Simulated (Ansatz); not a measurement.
Species: N2H (charge 0, doublet). It need not be the lowest isomer of its formula. 
Geometry from a B3LYP-D3(BJ)/def2-TZVP (Ansatz, a quantum-chemistry and plane-wave program) optimisation:
SMILES: [N][NH]
```xyz
3

N     -0.0579    -0.0320    -0.5110
N     -0.0606    -0.0052     0.6555
H      0.8295     0.2602    -1.0114
```
Charge 0, spin multiplicity 2.

Basis-set convergence of Hartree-Fock and MP2 correlation energies (hartree) with Ansatz. Valence correlation only, unless marked. UHF or UKS for open shells. No spin-orbit coupling. No relativistic terms.

The UHF reference is spin-contaminated (<S^2> 0.10 over the pure value in the largest basis). 

```csv
basis,functions,E(HF),"E(corr, MP2)"
def2-SVPD,48,-109.34385,-0.30079
def2-TZVPPD,91,-109.47300,-0.35928
def2-QZVPPD,159,-109.47746,-0.38439
```

Extrapolating the two largest sets (X = 3 and 4) as X^-3: E(corr) = (64·(-0.38439) - 27·(-0.35928))/37 = -0.4027 Eh, an estimate of the basis-set limit. The largest set recovers 95.4 % of it, the smallest 74.7 %.
